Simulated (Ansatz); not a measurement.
Geometry optimisation of `C[NH][SnH2][NH]C`.

```yaml
crystal:
  periodic: [false, false, false]
  atoms:
    - {symbol: C, position_ang: [-2.374900, -1.459930, -0.938180]}
    - {symbol: N, position_ang: [-0.970170, -1.132880, -0.818110]}
    - {symbol: Sn, position_ang: [-0.335220, 0.286280, 0.466400]}
    - {symbol: N, position_ang: [1.653240, 0.372160, 0.139730]}
    - {symbol: C, position_ang: [2.488140, 1.295000, 0.879690]}
    - {symbol: H, position_ang: [-2.961480, -0.706910, -1.472330]}
    - {symbol: H, position_ang: [-2.472590, -2.409660, -1.463980]}
    - {symbol: H, position_ang: [-2.798990, -1.575340, 0.055470]}
    - {symbol: H, position_ang: [-0.563370, -1.059010, -1.742040]}
    - {symbol: H, position_ang: [-0.514880, -0.370460, 1.989470]}
    - {symbol: H, position_ang: [-1.205980, 1.783680, 0.484320]}
    - {symbol: H, position_ang: [1.906300, 0.405350, -0.839880]}
    - {symbol: H, position_ang: [2.381880, 2.337470, 0.566370]}
    - {symbol: H, position_ang: [3.530740, 1.001980, 0.758100]}
    - {symbol: H, position_ang: [2.237270, 1.232280, 1.934990]}
basis:
  gaussian: {orbitals: def2-TZVP}
hamiltonian: {xc: pbe0, dispersion: d4}
relax: {f_tol: 0.005, max_steps: 150}
```

```sh
$ ansatz run in.yaml --threads 2 --pin off --events-out ev --progress --plain --max-ram 22528MiB --backend cuda --devices 0, --max-vram 18GiB
```

Output, abridged:

```
Functional definition: PBE0
mean field -11043.66897358 eV, -405.8473491114 hartree, gradient 2.7e-5 eV, S^2 0.000000; 0 other end points of the search recorded, 0 dependent functions left out
relax step   1: F+E_penalty+E_count = -11043.92424208 eV  Δ(F+E_penalty+E_count) = +0.000e0 eV  max|allowed force component| = 6.394e-1 eV/Å  Δτ_max = 0.0000 Å  (28 SCF iters, accepted)
mean field -11043.72269340 eV, -405.8493232784 hartree, gradient 1.3e-5 eV, S^2 0.000000; 0 other end points of the search recorded, 0 dependent functions left out
relax step   2: F+E_penalty+E_count = -11043.97766789 eV  Δ(F+E_penalty+E_count) = -5.343e-2 eV  max|allowed force component| = 2.885e-1 eV/Å  Δτ_max = 0.1933 Å  (31 SCF iters, accepted)
mean field -11043.73998559 eV, -405.8499587548 hartree, gradient 9.9e-6 eV, S^2 0.000000; 0 other end points of the search recorded, 0 dependent functions left out
relax step   3: F+E_penalty+E_count = -11043.99530095 eV  Δ(F+E_penalty+E_count) = -1.763e-2 eV  max|allowed force component| = 9.690e-2 eV/Å  Δτ_max = 0.0494 Å  (31 SCF iters, accepted)
mean field -11043.74208456 eV, -405.8500358903 hartree, gradient 9.7e-6 eV, S^2 0.000000; 0 other end points of the search recorded, 0 dependent functions left out
relax step   4: F+E_penalty+E_count = -11043.99771974 eV  Δ(F+E_penalty+E_count) = -2.419e-3 eV  max|allowed force component| = 4.961e-2 eV/Å  Δτ_max = 0.0329 Å  (30 SCF iters, accepted)
mean field -11043.74357577 eV, -405.8500906914 hartree, gradient 9.7e-6 eV, S^2 0.000000; 0 other end points of the search recorded, 0 dependent functions left out
relax step   5: F+E_penalty+E_count = -11043.99937594 eV  Δ(F+E_penalty+E_count) = -1.656e-3 eV  max|allowed force component| = 4.933e-2 eV/Å  Δτ_max = 0.0462 Å  (31 SCF iters, accepted)
mean field -11043.74425049 eV, -405.8501154866 hartree, gradient 9.8e-6 eV, S^2 0.000000; 0 other end points of the search recorded, 0 dependent functions left out
relax step   6: F+E_penalty+E_count = -11044.00007709 eV  Δ(F+E_penalty+E_count) = -7.011e-4 eV  max|allowed force component| = 4.154e-2 eV/Å  Δτ_max = 0.0254 Å  (32 SCF iters, accepted)
mean field -11043.74489522 eV, -405.8501391801 hartree, gradient 9.8e-6 eV, S^2 0.000000; 0 other end points of the search recorded, 0 dependent functions left out
relax step   7: F+E_penalty+E_count = -11044.00066577 eV  Δ(F+E_penalty+E_count) = -5.887e-4 eV  max|allowed force component| = 2.581e-2 eV/Å  Δτ_max = 0.0301 Å  (31 SCF iters, accepted)
mean field -11043.74555528 eV, -405.8501634369 hartree, gradient 1.0e-5 eV, S^2 0.000000; 0 other end points of the search recorded, 0 dependent functions left out
relax step   8: F+E_penalty+E_count = -11044.00133264 eV  Δ(F+E_penalty+E_count) = -6.669e-4 eV  max|allowed force component| = 3.637e-2 eV/Å  Δτ_max = 0.0465 Å  (31 SCF iters, accepted)
mean field -11043.73655520 eV, -405.8498326901 hartree, gradient 2.0e-5 eV, S^2 0.000000; 0 other end points of the search recorded, 0 dependent functions left out
relax step   9: F+E_penalty+E_count = -11043.99184991 eV  Δ(F+E_penalty+E_count) = +9.483e-3 eV  max|allowed force component| = 4.625e-1 eV/Å  Δτ_max = 0.1956 Å  (30 SCF iters, rejected (line search))
mean field -11043.74873445 eV, -405.8502802692 hartree, gradient 1.1e-5 eV, S^2 0.000000; 0 other end points of the search recorded, 0 dependent functions left out
relax step  10: F+E_penalty+E_count = -11044.00452480 eV  Δ(F+E_penalty+E_count) = -3.192e-3 eV  max|allowed force component| = 3.869e-2 eV/Å  Δτ_max = 0.0978 Å  (30 SCF iters, accepted)
mean field -11043.75005488 eV, -405.8503287943 hartree, gradient 1.1e-5 eV, S^2 0.000000; 0 other end points of the search recorded, 0 dependent functions left out
relax step  11: F+E_penalty+E_count = -11044.00594162 eV  Δ(F+E_penalty+E_count) = -1.417e-3 eV  max|allowed force component| = 1.493e-1 eV/Å  Δτ_max = 0.0975 Å  (31 SCF iters, accepted)
mean field -11043.75571419 eV, -405.8505367700 hartree, gradient 1.5e-5 eV, S^2 0.000000; 0 other end points of the search recorded, 0 dependent functions left out
relax step  12: F+E_penalty+E_count = -11044.01131437 eV  Δ(F+E_penalty+E_count) = -5.373e-3 eV  max|allowed force component| = 3.471e-1 eV/Å  Δτ_max = 0.1433 Å  (31 SCF iters, accepted)
mean field -11043.76197799 eV, -405.8507669605 hartree, gradient 1.0e-5 eV, S^2 0.000000; 0 other end points of the search recorded, 0 dependent functions left out
relax step  13: F+E_penalty+E_count = -11044.01776550 eV  Δ(F+E_penalty+E_count) = -6.451e-3 eV  max|allowed force component| = 2.869e-1 eV/Å  Δτ_max = 0.0625 Å  (31 SCF iters, accepted)
mean field -11043.77654879 eV, -405.8513024273 hartree, gradient 1.5e-5 eV, S^2 0.000000; 0 other end points of the search recorded, 0 dependent functions left out
relax step  14: F+E_penalty+E_count = -11044.03233980 eV  Δ(F+E_penalty+E_count) = -1.457e-2 eV  max|allowed force component| = 4.709e-2 eV/Å  Δτ_max = 0.1491 Å  (31 SCF iters, accepted)
mean field -11043.78220785 eV, -405.8515103941 hartree, gradient 2.0e-5 eV, S^2 0.000000; 0 other end points of the search recorded, 0 dependent functions left out
relax step  15: F+E_penalty+E_count = -11044.03825616 eV  Δ(F+E_penalty+E_count) = -5.916e-3 eV  max|allowed force component| = 2.886e-1 eV/Å  Δτ_max = 0.1953 Å  (30 SCF iters, accepted)
mean field -11043.78733077 eV, -405.8516986579 hartree, gradient 9.8e-6 eV, S^2 0.000000; 0 other end points of the search recorded, 0 dependent functions left out
relax step  16: F+E_penalty+E_count = -11044.04335489 eV  Δ(F+E_penalty+E_count) = -5.099e-3 eV  max|allowed force component| = 1.441e-1 eV/Å  Δτ_max = 0.0290 Å  (32 SCF iters, accepted)
mean field -11043.79129328 eV, -405.8518442773 hartree, gradient 9.9e-6 eV, S^2 0.000000; 0 other end points of the search recorded, 0 dependent functions left out
relax step  17: F+E_penalty+E_count = -11044.04730899 eV  Δ(F+E_penalty+E_count) = -3.954e-3 eV  max|allowed force component| = 4.129e-2 eV/Å  Δτ_max = 0.0726 Å  (31 SCF iters, accepted)
[...]
relax step  29: F+E_penalty+E_count = -11044.06712079 eV  Δ(F+E_penalty+E_count) = -2.778e-4 eV  max|allowed force component| = 2.415e-1 eV/Å  Δτ_max = 0.1466 Å  (32 SCF iters, accepted)
mean field -11043.81429283 eV, -405.8526894955 hartree, gradient 9.9e-6 eV, S^2 0.000000; 0 other end points of the search recorded, 0 dependent functions left out
relax step  30: F+E_penalty+E_count = -11044.07075883 eV  Δ(F+E_penalty+E_count) = -3.638e-3 eV  max|allowed force component| = 9.315e-2 eV/Å  Δτ_max = 0.0128 Å  (33 SCF iters, accepted)
mean field -11043.81648336 eV, -405.8527699958 hartree, gradient 1.0e-5 eV, S^2 0.000000; 0 other end points of the search recorded, 0 dependent functions left out
relax step  31: F+E_penalty+E_count = -11044.07299642 eV  Δ(F+E_penalty+E_count) = -2.238e-3 eV  max|allowed force component| = 4.162e-2 eV/Å  Δτ_max = 0.0662 Å  (31 SCF iters, accepted)
mean field -11043.81593295 eV, -405.8527497688 hartree, gradient 1.6e-5 eV, S^2 0.000000; 0 other end points of the search recorded, 0 dependent functions left out
relax step  32: F+E_penalty+E_count = -11044.07263505 eV  Δ(F+E_penalty+E_count) = +3.614e-4 eV  max|allowed force component| = 2.158e-1 eV/Å  Δτ_max = 0.1963 Å  (30 SCF iters, rejected (line search))
mean field -11043.79713078 eV, -405.8520588016 hartree, gradient 1.2e-5 eV, S^2 0.000000; 0 other end points of the search recorded, 0 dependent functions left out
relax step  33: F+E_penalty+E_count = -11044.05325827 eV  Δ(F+E_penalty+E_count) = +1.974e-2 eV  max|allowed force component| = 4.224e-1 eV/Å  Δτ_max = 0.0981 Å  (30 SCF iters, rejected (line search))
mean field -11043.81774144 eV, -405.8528162294 hartree, gradient 9.9e-6 eV, S^2 0.000000; 0 other end points of the search recorded, 0 dependent functions left out
relax step  34: F+E_penalty+E_count = -11044.07427667 eV  Δ(F+E_penalty+E_count) = -1.280e-3 eV  max|allowed force component| = 2.158e-2 eV/Å  Δτ_max = 0.0485 Å  (30 SCF iters, accepted)
mean field -11043.81902360 eV, -405.8528633478 hartree, gradient 1.1e-5 eV, S^2 0.000000; 0 other end points of the search recorded, 0 dependent functions left out
relax step  35: F+E_penalty+E_count = -11044.07565021 eV  Δ(F+E_penalty+E_count) = -1.374e-3 eV  max|allowed force component| = 6.836e-2 eV/Å  Δτ_max = 0.0976 Å  (30 SCF iters, accepted)
mean field -11043.81962161 eV, -405.8528853243 hartree, gradient 1.0e-5 eV, S^2 0.000000; 0 other end points of the search recorded, 0 dependent functions left out
relax step  36: F+E_penalty+E_count = -11044.07651564 eV  Δ(F+E_penalty+E_count) = -8.654e-4 eV  max|allowed force component| = 9.136e-2 eV/Å  Δτ_max = 0.0826 Å  (31 SCF iters, accepted)
mean field -11043.82032592 eV, -405.8529112073 hartree, gradient 1.0e-5 eV, S^2 0.000000; 0 other end points of the search recorded, 0 dependent functions left out
relax step  37: F+E_penalty+E_count = -11044.07721739 eV  Δ(F+E_penalty+E_count) = -7.017e-4 eV  max|allowed force component| = 6.574e-2 eV/Å  Δτ_max = 0.0328 Å  (32 SCF iters, accepted)
mean field -11043.82086517 eV, -405.8529310243 hartree, gradient 1.0e-5 eV, S^2 0.000000; 0 other end points of the search recorded, 0 dependent functions left out
relax step  38: F+E_penalty+E_count = -11044.07800743 eV  Δ(F+E_penalty+E_count) = -7.900e-4 eV  max|allowed force component| = 5.721e-2 eV/Å  Δτ_max = 0.0153 Å  (33 SCF iters, accepted)
mean field -11043.82102914 eV, -405.8529370502 hartree, gradient 1.0e-5 eV, S^2 0.000000; 0 other end points of the search recorded, 0 dependent functions left out
relax step  39: F+E_penalty+E_count = -11044.07829655 eV  Δ(F+E_penalty+E_count) = -2.891e-4 eV  max|allowed force component| = 1.776e-2 eV/Å  Δτ_max = 0.0258 Å  (32 SCF iters, accepted)
mean field -11043.82118371 eV, -405.8529427305 hartree, gradient 1.0e-5 eV, S^2 0.000000; 0 other end points of the search recorded, 0 dependent functions left out
relax step  40: F+E_penalty+E_count = -11044.07855163 eV  Δ(F+E_penalty+E_count) = -2.551e-4 eV  max|allowed force component| = 1.701e-2 eV/Å  Δτ_max = 0.0341 Å  (33 SCF iters, accepted)
mean field -11043.82110238 eV, -405.8529397416 hartree, gradient 1.1e-5 eV, S^2 0.000000; 0 other end points of the search recorded, 0 dependent functions left out
relax step  41: F+E_penalty+E_count = -11044.07869360 eV  Δ(F+E_penalty+E_count) = -1.420e-4 eV  max|allowed force component| = 2.888e-2 eV/Å  Δτ_max = 0.0526 Å  (31 SCF iters, accepted)
mean field -11043.82117499 eV, -405.8529424099 hartree, gradient 1.0e-5 eV, S^2 0.000000; 0 other end points of the search recorded, 0 dependent functions left out
relax step  42: F+E_penalty+E_count = -11044.07875399 eV  Δ(F+E_penalty+E_count) = -6.038e-5 eV  max|allowed force component| = 1.054e-2 eV/Å  Δτ_max = 0.0044 Å  (34 SCF iters, accepted)
mean field -11043.82115867 eV, -405.8529418101 hartree, gradient 1.0e-5 eV, S^2 0.000000; 0 other end points of the search recorded, 0 dependent functions left out
relax step  43: F+E_penalty+E_count = -11044.07877375 eV  Δ(F+E_penalty+E_count) = -1.976e-5 eV  max|allowed force component| = 3.896e-3 eV/Å  Δτ_max = 0.0060 Å  (33 SCF iters, accepted)
mean field -11043.82114670 eV, -405.8529413703 hartree, gradient 1.0e-5 eV, S^2 0.000000; 0 other end points of the search recorded, 0 dependent functions left out
relax step  44: F+E_penalty+E_count = -11044.07877805 eV  Δ(F+E_penalty+E_count) = -4.305e-6 eV  max|allowed force component| = 2.394e-3 eV/Å  Δτ_max = 0.0056 Å  (34 SCF iters, accepted)
mean field -11043.82114670 eV, -405.8529413703 hartree, gradient 1.0e-5 eV, S^2 0.000000; 1 other end points of the search recorded, 0 dependent functions left out
Total energy: -11044.07882222 eV, -405.8624107711 hartree
Atom 0 at    -2.109896    -1.160010    -1.262667 Å, force    -0.000620     0.000229    -0.000539 eV/Å
Atom 1 at    -1.264861    -1.464289    -0.124297 Å, force    -0.002394     0.002070    -0.000425 eV/Å
Atom 2 at    -0.361462     0.021147     0.897119 Å, force     0.001659    -0.000274     0.001331 eV/Å
Atom 3 at     1.332110     0.582843    -0.074090 Å, force    -0.000198    -0.000191    -0.000169 eV/Å
Atom 4 at     2.362097     1.316924     0.635948 Å, force    -0.000393    -0.000162    -0.000216 eV/Å
Atom 5 at    -1.568251    -0.895683    -2.182812 Å, force     0.000286     0.000200    -0.000475 eV/Å
Atom 6 at    -2.760476    -2.009834    -1.497039 Å, force     0.000004    -0.000559     0.000228 eV/Å
Atom 7 at    -2.767648    -0.320349    -1.020283 Å, force    -0.000337     0.000366     0.000114 eV/Å
Atom 8 at    -0.654795    -2.246845    -0.314763 Å, force     0.001779    -0.001380    -0.000036 eV/Å
Atom 9 at     0.195072    -0.557566     2.401412 Å, force     0.000163     0.000487     0.000351 eV/Å
Atom 10 at    -1.553185     1.250356     1.010769 Å, force    -0.000244    -0.000775    -0.000338 eV/Å
Atom 11 at     1.163321     0.980248    -0.987983 Å, force     0.000355    -0.000206     0.000090 eV/Å
Atom 12 at     2.129954     2.374466     0.831343 Å, force    -0.000233     0.000055    -0.000058 eV/Å
Atom 13 at     3.307609     1.285099     0.083103 Å, force     0.000137     0.000081    -0.000084 eV/Å
Atom 14 at     2.550399     0.843502     1.604260 Å, force     0.000036     0.000060     0.000226 eV/Å
Dipole moment:     0.058812     0.140108    -0.146219 e Å
```

Run time 69 s (2 threads of an AMD EPYC 7R13 on a shared host and a share of an NVIDIA H100 80 GB); peak host memory 0.9 GiB.
